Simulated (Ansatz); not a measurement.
A structure relaxed at PBE-D4/def2-SVPD in Ansatz, charge -1, doublet:

```xyz
7

Os    1.793   -0.035   -0.080
B    -0.128    0.856   -0.459
B    -1.129    0.331    0.851
B    -1.212   -0.481   -0.639
B     0.020   -0.825    0.448
B     0.257   -0.620   -1.340
B     0.399    0.774    1.220
```

(1) Give its formula and point group.

(2) Summarise the bond lengths by kind (pairs closer than 1.2 times the sum of covalent radii, bridged metal pairs left out).

Answers

(1) the cluster B6Os⁻. Point group Cs (tolerance 0.1 Å).

(2) 12 × B–B 1.63 to 1.92 Å; 4 × B–Os 2.01 to 2.15 Å. The metal has 4 neighbours: B 2.15 Å, B 2.01 Å, B 2.07 Å, B 2.07 Å.

In the def2 sets Os takes a core potential; there is no spin–orbit coupling. The charge -1 doublet is spin-contaminated (final ⟨S²⟩ up to 0.98, 0.75 for a pure state). The highest occupied level of the charge -1 doublet lies above zero (up to 0.27 eV). The electron is either unbound and held by the finite basis, or the level is raised by self-interaction error. Another isomer (doublet) lies 0.97 eV lower at PBE0-D4/def2-TZVPD; other spin states weren't run for this one.
